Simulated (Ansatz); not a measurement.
Ansatz (a quantum-chemistry and plane-wave program) input (B3LYP/6-31G):

Ansatz 0.2 input:
```yaml
crystal:
  periodic: [false, false, false]
  atoms:
    - {symbol: O, position_ang: [1.14207600, -0.57711700, 0.03962100]}
    - {symbol: C, position_ang: [-0.16899700, 0.04002200, -0.00836400]}
    - {symbol: O, position_ang: [-0.13209200, 1.28601200, 0.06261500]}
    - {symbol: O, position_ang: [-1.09820300, -0.76284600, -0.11072700]}
    - {symbol: H, position_ang: [1.71973000, 0.19147500, 0.11810800]}
basis:
  gaussian:
    orbitals: 6-31G
hamiltonian:
  xc: {name: B3LYP}
total_charge: -1
output: {forces: true}
```

Output:

```
Functional definition: B3LYP
integrals: 0.01 GiB planned
386 factors; integrals over basis functions are off by at most 2.3e-4 eV
mean field: 0.09 GiB planned
mean field evaluation 1: about -7189.1120 eV, gradient 4.4e1 eV
mean field evaluation 2: about -7182.6376 eV, gradient 7.6e1 eV
mean field evaluation 4: about -7192.9669 eV, gradient 2.5e0 eV
mean field evaluation 8: about -7192.9729 eV, gradient 6.3e-2 eV
mean field evaluation 16: about -7192.9729 eV, gradient 1.8e-5 eV
mean field -7192.97290909 eV, -264.3368788369 hartree, gradient 1.8e-5 eV, S^2 0.000000; 0 other end points of the search recorded, 0 dependent functions left out
the calculation of the forces begins
reference -7192.97302400 eV, -264.3368830599 hartree; 16, 16 occupied and 22, 22 virtual orbitals, 386 factors
Total energy: -7192.97302400 eV, -264.3368830599 hartree
Atom 0 at     1.142076    -0.577117     0.039621 Å, force     0.518229    -0.761241    -0.009543 eV/Å
Atom 1 at    -0.168997     0.040022    -0.008364 Å, force     0.487945    -0.543470     0.000565 eV/Å
Atom 2 at    -0.132092     1.286012     0.062615 Å, force     0.081239     2.263429     0.129826 eV/Å
Atom 3 at    -1.098203    -0.762846    -0.110727 Å, force    -1.782847    -1.434877    -0.190584 eV/Å
Atom 4 at     1.719730     0.191475     0.118108 Å, force     0.695434     0.476159     0.069737 eV/Å
Dipole moment:     0.543598     0.099669     0.039491 e Å
```

The dipole moment of an ion depends on the origin.

The geometry given is a B3LYP-D3(BJ)/def2-TZVP minimum.
